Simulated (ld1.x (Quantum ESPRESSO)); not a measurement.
An all-electron radial function and its pseudo partner (titanium (Ti))

Columns: radius, all-electron u(r) and pseudo u(r) of the 3p shell (level -36.97 eV) of titanium in the configuration [Ne] 3s2 3p6 3d2.5 4s1.5 4p0; LDA (PZ), scalar-relativistic, TM semilocal scheme, ld1.x (Quantum ESPRESSO) 7.5.

```tsv
r (bohr)	all-electron	pseudo
0.135	0.4948	-0.0605
0.270	0.3568	-0.2266
0.405	-0.1376	-0.4564
0.540	-0.5876	-0.6930
0.675	-0.8740	-0.8825
0.810	-1.0044	-0.9916
0.945	-1.0220	-1.0152
1.080	-0.9703	-0.9704
1.215	-0.8822	-0.8841
1.350	-0.7791	-0.7802
1.485	-0.6744	-0.6746
1.620	-0.5752	-0.5752
1.755	-0.4854	-0.4854
1.890	-0.4062	-0.4062
2.025	-0.3377	-0.3377
2.160	-0.2794	-0.2794
2.295	-0.2303	-0.2303
2.430	-0.1892	-0.1892
2.565	-0.1550	-0.1550
2.700	-0.1267	-0.1267
2.835	-0.1034	-0.1034
2.970	-0.0842	-0.0842
3.105	-0.0685	-0.0685
3.240	-0.0557	-0.0557
3.375	-0.0452	-0.0452
3.510	-0.0367	-0.0367
```

(1) How many radial nodes do the two functions have?

(2) At about which radius was the pseudo-wave matched?

(3) Where does each function peak?

(4) Is the pseudo-wave norm-conserving?

## Answers

(1) The all-electron 3p function has n − l − 1 = 1; the pseudo-wave has 0, since the states of the same l below it are removed with the core.

(2) 1.75 bohr. The columns agree to 0.0005 from 1.49 bohr on; several derivatives are matched, so the curves merge somewhat inside the radius.

(3) Outermost all-electron maximum near 0.94 bohr, pseudo maximum near 0.94 bohr (to the table’s step).

(4) Yes: the TM semilocal scheme keeps the norm inside the radius equal to the all-electron one, which fixes the energy derivative of the logarithmic derivative at the level.
